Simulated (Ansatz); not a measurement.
Reactions of C3H8SSi, SMILES `CC1C[SiH2]S1`.

Isolated molecules relaxed with PBE0-D4/def2-TZVP in Ansatz; ΔE leaves out vibrations. CBS: MP2 limit from def2 TZ/QZ plus the TZ coupled-cluster correction, frozen cores. This one scheme is used for every species, atoms too. Functionals use def2-TZVPP. No spin–orbit coupling; open shells (•) take unrestricted orbitals. Spin–orbit coupling would lower the free atoms: a little for C, S, Si. One conformer a species, not always the lowest.

```csv
reaction,HF/CBS(def2) (eV),MP2/CBS(def2) (eV),B2PLYP (eV),CCSD(T)/CBS(def2) (eV)
`CC1C[SiH2]S1` → 3 C• + 8 H• + S• + Si•,37.49,50.77,49.54,50.21
`CC1C[SiH2]S1` + H₂ → `C1CS[SiH2]1` + CH₄,-0.82,-0.50,-0.65,-0.56
`CC1C[SiH2]S1` → `C=CSC[SiH3]`,1.22,1.53,1.30,1.40
`CC1C[SiH2]S1` → `C=C[SiH](C)S`,-0.49,-0.14,-0.32,-0.24
```

Largest T1 diagnostic: 0.012, for `C=CSC[SiH3]`.
